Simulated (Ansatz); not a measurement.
Ansatz (an electronic-structure program) input (B2PLYP/def2-TZVPD):

Ansatz 0.2 input:
```yaml
crystal:
  periodic: [false, false, false]
  atoms:
    - {symbol: C, position_ang: [2.15572656, -0.44303286, -1.27070040]}
    - {symbol: Se, position_ang: [1.54302350, 0.87048805, 0.04897811]}
    - {symbol: C, position_ang: [-0.39046185, 0.67783772, -0.27006758]}
    - {symbol: C, position_ang: [-1.12693569, 1.84770096, 0.35602101]}
    - {symbol: Se, position_ang: [-0.98205793, -1.07277024, 0.43716825]}
    - {symbol: C, position_ang: [-2.70128136, -1.17279837, -0.51252228]}
    - {symbol: H, position_ang: [1.91516776, -0.10327919, -2.27549337]}
    - {symbol: H, position_ang: [1.68963409, -1.40342660, -1.06673261]}
    - {symbol: H, position_ang: [3.23483727, -0.52003981, -1.15723096]}
    - {symbol: H, position_ang: [-0.53693251, 0.64979326, -1.34883618]}
    - {symbol: H, position_ang: [-2.20349079, 1.74496182, 0.21071020]}
    - {symbol: H, position_ang: [-0.93912471, 1.89808881, 1.42902692]}
    - {symbol: H, position_ang: [-0.80974526, 2.78903066, -0.09904129]}
    - {symbol: H, position_ang: [-3.37582936, -0.38926907, -0.17585519]}
    - {symbol: H, position_ang: [-3.13049815, -2.14430723, -0.27572858]}
    - {symbol: H, position_ang: [-2.53913395, -1.10220287, -1.58617932]}
basis:
  gaussian:
    orbitals: def2-TZVPD
hamiltonian:
  xc: {name: B2PLYP}
total_charge: 1
magnetization: {spin_polarized: true, initial_magnetization: 1}
correlation: {electrons: outside_noble_gas}
```

End of the output:

```
integrals: 1.44 GiB planned
2423 factors; integrals over basis functions are off by at most 9.0e-4 eV
0.56 GiB of the device are held for the grids
2.88 GiB of device memory are held for the factors and their scratch space
mean field: 5.01 GiB planned
mean field evaluation 1: about -134954.8696 eV, gradient 5.4e1 eV
mean field evaluation 2: about -134954.9405 eV, gradient 5.4e1 eV
mean field evaluation 4: about -134967.8099 eV, gradient 1.0e1 eV
mean field evaluation 8: about -134968.3258 eV, gradient 3.3e-1 eV
mean field evaluation 16: about -134968.3491 eV, gradient 3.8e-1 eV
mean field evaluation 32: about -134968.3538 eV, gradient 2.8e-1 eV
mean field -134968.35469587 eV, -4959.9955502367 hartree, gradient 1.8e-6 eV, S^2 0.758382; 2 other end points of the search recorded, 0 dependent functions left out
32 core orbitals not correlated
reference -134968.35489598 eV, -4959.9955575907 hartree; 19, 18 occupied and 301, 302 virtual orbitals, 2423 factors
second order -32.43964380 eV of doubles, -0.00000000 eV of singles
Total energy: -134977.11359981 eV, -4960.3174340194 hartree
```

This state (charge 1, doublet) is run at the relaxed geometry of the species with charge 0 and multiplicity 1.
